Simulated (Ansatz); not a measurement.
Ansatz (a first-principles code) input (CCSD(T)/def2-SVPD):

Ansatz 0.2 input:
```yaml
crystal:
  periodic: [false, false, false]
  atoms:
    - {symbol: Cl, position_ang: [-0.95420930, -1.52944422, -1.14156982]}
    - {symbol: Ge, position_ang: [0.00000000, -0.00000000, -0.00000000]}
    - {symbol: Cl, position_ang: [2.08709248, -0.41899485, 0.14623583]}
    - {symbol: Cl, position_ang: [-0.28153259, 1.88459450, -0.96017687]}
    - {symbol: Cl, position_ang: [-0.85135060, 0.06384457, 1.95551085]}
basis:
  gaussian:
    orbitals: def2-SVPD
magnetization: {spin_polarized: false}
correlation: {method: ccsd_t, electrons: outside_noble_gas}
output: {forces: true}
```

End of the output:

```
mean field: 1.28 GiB planned
mean field evaluation 1: about -106468.5016 eV, gradient 2.7e1 eV
mean field evaluation 2: about -106468.5615 eV, gradient 2.7e1 eV
mean field evaluation 4: about -106470.6864 eV, gradient 2.1e0 eV
mean field evaluation 8: about -106470.7096 eV, gradient 1.3e-4 eV
mean field evaluation 16: about -106470.7053 eV, gradient 1.1e0 eV
mean field -106470.70962529 eV, -3912.7264102903 hartree, gradient 4.8e-6 eV, S^2 0.000000; 0 other end points of the search recorded, 0 dependent functions left out
34 core orbitals not correlated
reference -106470.70962529 eV, -3912.7264102903 hartree; 16, 16 occupied and 96, 96 virtual orbitals, 1346 factors
densities: 1.31 GiB planned
second order -18.17773565 eV of doubles, -0.00000000 eV of singles
coupled cluster: 0.79 GiB planned
cycle   1  -19.02130025 eV  change   -8.4e-1 eV  update   8.6e-2
cycle   2  -19.35935850 eV  change   -3.4e-1 eV  update   2.4e-2
cycle   3  -19.42663698 eV  change   -6.7e-2 eV  update   1.1e-2
cycle   4  -19.42305537 eV  change    3.6e-3 eV  update   2.2e-3
cycle   5  -19.42167751 eV  change    1.4e-3 eV  update   7.2e-4
cycle   6  -19.42141677 eV  change    2.6e-4 eV  update   2.2e-4
cycle   7  -19.42140335 eV  change    1.3e-5 eV  update   6.9e-5
cycle   8  -19.42142338 eV  change   -2.0e-5 eV  update   1.8e-5
cycle   9  -19.42142647 eV  change   -3.1e-6 eV  update   4.8e-6
perturbative correction -0.59469403 eV, -0.0218546026 hartree
the calculation of the forces begins
Total energy: -106490.72574579 eV, -3913.4619891514 hartree
Atom 0 at    -0.954209    -1.529444    -1.141570 Å, force    -0.131860    -0.211351    -0.157752 eV/Å
Atom 1 at     0.000000    -0.000000    -0.000000 Å, force     0.000000     0.000000     0.000000 eV/Å
Atom 2 at     2.087092    -0.418995     0.146236 Å, force     0.288412    -0.057900     0.020208 eV/Å
Atom 3 at    -0.281533     1.884594    -0.960177 Å, force    -0.038905     0.260429    -0.132685 eV/Å
Atom 4 at    -0.851351     0.063845     1.955511 Å, force    -0.117647     0.008822     0.270228 eV/Å
Dipole moment:     0.000001    -0.000001    -0.000001 e Å
```
